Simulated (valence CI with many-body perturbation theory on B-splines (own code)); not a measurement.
Tb⁵⁷⁺: E2, E3, M1, M2 decay

Method: relativistic CI+MBPT: six valence electrons over a frozen Dirac-Fock core [He], a basis of 9 s, 9 p, 8 d, 6 f, 3 g, 1 h functions for each j, with the one-electron correlation potential Σ1 (screened to all orders), the two-electron term Σ2, the three-electron term Σ3, Breit, model QED; selected single and double excitations, second order for the rest, scaled by the run's own slope (own B-spline code, finite nucleus).

No measured spectrum was set against this ion. As an estimate, large intervals hold to a few tenths of a per cent, small ones and those within an open d or f shell to about a per cent. Among the levels kept, up to 2100 cm⁻¹ of a level comes from second order outside the variational space, and about a tenth of that is noise between levels of different J, which matters for small intervals.

Lines 1 to 46 of 46 in falling wavelength, among levels below 7820.6 eV, chosen from the decays that carry over 1 % of a level's rate. Wavelengths and rates use the calculated energies. Electric multipoles are in the length gauge with retardation, E1 and E2 with the static RPA response of the core. M1 uses the relativistic operator with retardation. S is in atomic units (e²a₀⁴ for E2 and M2, e²a₀⁶ for E3), for M1 in squared Bohr magnetons. Weak lines are less certain than strong ones. Lines between different terms over intervals too small for the method are left out, as are lines whose strength nearly cancels. The highest levels of a list are the least certain.

Levels are named by their leading jj configuration (3d3/2^4 stands for four electrons in 3d with j = 3/2), which in mixed levels can hold well under half, so a name can repeat and another be missing. Letters in brackets count levels of one name in rising energy.

```csv
λ vac (Å),Upper,Lower,Type,A (s⁻¹),S (a.u.)
247.2,(2s^2 2p1/2^2 2p3/2^2) J=0,(2s^2 2p1/2^2 2p3/2^2) J=2,E2,5.62e+01,4.63e-05
17.17,(2s^2 2p1/2 2p3/2^3) J=1,(2s^2 2p1/2^2 2p3/2^2) J=0,M1,1.24e+09,6.96e-01
16.05,(2s^2 2p1/2 2p3/2^3) J=1,(2s^2 2p1/2^2 2p3/2^2) J=2,M1,3.62e+09,1.67e+00
15.68,(2s^2 2p1/2 2p3/2^3) J=2,(2s^2 2p1/2^2 2p3/2^2) J=2,M1,2.18e+09,1.56e+00
15.31,(2s^2 2p3/2^4) J=0,(2s^2 2p1/2 2p3/2^3) J=1,M1,9.32e+09,1.24e+00
1.861,(2s^2 2p1/2^2 2p3/2 3p1/2) J=2,(2s^2 2p1/2^2 2p3/2^2) J=0,E2,2.14e+11,2.14e-05
1.858,(2s^2 2p1/2 2p3/2^2 3p1/2) J=1 [a],(2s^2 2p1/2 2p3/2^3) J=2,E2,1.19e+11,7.06e-06
1.856,(2s^2 2p1/2 2p3/2^2 3p1/2) J=2 [a],(2s^2 2p1/2 2p3/2^3) J=2,E2,1.49e+10,1.46e-06
1.853,(2s^2 2p1/2 2p3/2^2 3p1/2) J=1 [a],(2s^2 2p1/2 2p3/2^3) J=1,E2,1.18e+11,6.89e-06
1.853,(2s^2 2p1/2 2p3/2^2 3p1/2) J=1 [a],(2s^2 2p1/2 2p3/2^3) J=1,M1,1.05e+10,7.41e-03
1.851,(2s^2 2p1/2 2p3/2^2 3p1/2) J=3,(2s^2 2p1/2 2p3/2^3) J=2,E2,6.82e+11,9.26e-05
1.851,(2s^2 2p1/2 2p3/2^2 3p1/2) J=2 [a],(2s^2 2p1/2 2p3/2^3) J=1,E2,5.57e+11,5.40e-05
1.848,(2s^2 2p1/2^2 2p3/2 3p1/2) J=1,(2s^2 2p1/2^2 2p3/2^2) J=2,E2,5.93e+11,3.42e-05
1.848,(2s^2 2p1/2^2 2p3/2 3p1/2) J=1,(2s^2 2p1/2^2 2p3/2^2) J=2,M1,1.04e+10,7.31e-03
1.847,(2s^2 2p1/2^2 2p3/2 3p1/2) J=2,(2s^2 2p1/2^2 2p3/2^2) J=2,E2,8.03e+11,7.71e-05
1.846,(2s^2 2p1/2 2p3/2^2 3p1/2) J=3,(2s^2 2p1/2 2p3/2^3) J=1,E2,1.13e+11,1.52e-05
1.842,(2s^2 2p1/2 2p3/2^2 3p1/2) J=2 [b],(2s^2 2p1/2 2p3/2^3) J=2,E2,3.77e+11,3.58e-05
1.840,(2s^2 2p1/2 2p3/2^2 3p1/2) J=1 [b],(2s^2 2p1/2 2p3/2^3) J=2,E2,3.13e+11,1.77e-05
1.837,(2s^2 2p1/2 2p3/2^2 3p1/2) J=2 [b],(2s^2 2p1/2 2p3/2^3) J=1,E2,6.69e+10,6.26e-06
1.835,(2s^2 2p1/2 2p3/2^2 3p1/2) J=1 [b],(2s^2 2p1/2 2p3/2^3) J=1,E2,3.14e+11,1.75e-05
1.829,(2s^2 2p1/2 2p3/2^2 3p1/2) J=0,(2s^2 2p1/2 2p3/2^3) J=2,E2,6.20e+11,1.13e-05
1.798,(2s^2 2p1/2 2p3/2^2 3p3/2) J=0,(2s^2 2p1/2 2p3/2^3) J=2,E2,1.70e+11,2.86e-06
1.797,(2s^2 2p1/2 2p3/2^2 3p3/2) J=3 [a],(2s^2 2p1/2 2p3/2^3) J=2,E2,1.28e+11,1.49e-05
1.796,(2s^2 2p1/2^2 2p3/2 3p3/2) J=2,(2s^2 2p1/2^2 2p3/2^2) J=0,E2,2.36e+11,1.97e-05
1.794,(2s^2 2p1/2 2p3/2^2 3p3/2) J=1 [a],(2s^2 2p1/2 2p3/2^3) J=2,E2,4.27e+10,2.13e-06
1.792,(2s^2 2p1/2 2p3/2^2 3p3/2) J=4,(2s^2 2p1/2 2p3/2^3) J=2,E2,2.14e+11,3.18e-05
1.792,(2s^2 2p1/2 2p3/2^2 3p3/2) J=3 [a],(2s^2 2p1/2 2p3/2^3) J=1,E2,7.52e+10,8.68e-06
1.792,(2s^2 2p1/2 2p3/2^2 3p3/2) J=3 [b],(2s^2 2p1/2 2p3/2^3) J=2,E2,1.14e+11,1.32e-05
1.789,(2s^2 2p1/2 2p3/2^2 3p3/2) J=1 [a],(2s^2 2p1/2 2p3/2^3) J=1,E2,1.57e+11,7.72e-06
1.789,(2s^2 2p1/2^2 2p3/2 3p3/2) J=3,(2s^2 2p1/2^2 2p3/2^2) J=2,E2,4.42e+11,5.07e-05
1.789,(2s^2 2p1/2^2 2p3/2 3p3/2) J=1,(2s^2 2p1/2^2 2p3/2^2) J=2,E2,4.54e+11,2.23e-05
1.787,(2s^2 2p1/2 2p3/2^2 3p3/2) J=3 [b],(2s^2 2p1/2 2p3/2^3) J=1,E2,1.15e+11,1.31e-05
1.783,(2s^2 2p1/2 2p3/2^2 3p3/2) J=2 [b],(2s^2 2p1/2 2p3/2^3) J=2,E2,4.25e+11,3.42e-05
1.778,(2s^2 2p1/2 2p3/2^2 3p3/2) J=2 [b],(2s^2 2p1/2 2p3/2^3) J=1,E2,1.71e+11,1.35e-05
1.777,(2s^2 2p1/2^2 2p3/2 3p3/2) J=0,(2s^2 2p1/2^2 2p3/2^2) J=2,E2,1.18e+12,1.87e-05
1.748,(2s^2 2p1/2^2 2p3/2 3d5/2) J=4,(2s^2 2p1/2^2 2p3/2^2) J=2,M2,2.29e+10,3.00e-06
1.748,(2s^2 2p1/2^2 2p3/2 3d5/2) J=4,(2s^2 2p1/2^2 2p3/2^2) J=2,E3,1.66e+09,2.37e-06
1.613,(2s^2 2p1/2 2p3/2^2 3p3/2) J=0,(2s^2 2p1/2^2 2p3/2^2) J=2,E2,4.99e+11,4.86e-06
1.612,(2s^2 2p1/2 2p3/2^2 3p3/2) J=3 [a],(2s^2 2p1/2^2 2p3/2^2) J=2,E2,2.87e+11,1.95e-05
1.610,(2s^2 2p1/2 2p3/2^2 3p3/2) J=1 [a],(2s^2 2p1/2^2 2p3/2^2) J=2,E2,3.10e+11,8.97e-06
1.608,(2s^2 2p1/2 2p3/2^2 3p3/2) J=4,(2s^2 2p1/2^2 2p3/2^2) J=2,E2,5.56e+11,4.80e-05
1.608,(2s 2p1/2^2 2p3/2^2 3s) J=2 [b],(2s^2 2p1/2^2 2p3/2^2) J=0,E2,2.47e+11,1.19e-05
1.608,(2s^2 2p1/2 2p3/2^2 3p3/2) J=3 [b],(2s^2 2p1/2^2 2p3/2^2) J=2,E2,2.42e+11,1.63e-05
1.607,(2s^2 2p1/2 2p3/2^2 3p3/2) J=2 [c],(2s^2 2p1/2^2 2p3/2^2) J=0,E2,2.19e+11,1.05e-05
1.601,(2s^2 2p1/2 2p3/2^2 3p3/2) J=2 [b],(2s^2 2p1/2^2 2p3/2^2) J=2,E2,2.16e+11,1.02e-05
1.596,(2s^2 2p1/2 2p3/2^2 3p3/2) J=2 [c],(2s^2 2p1/2^2 2p3/2^2) J=2,E2,8.53e+10,3.95e-06
```
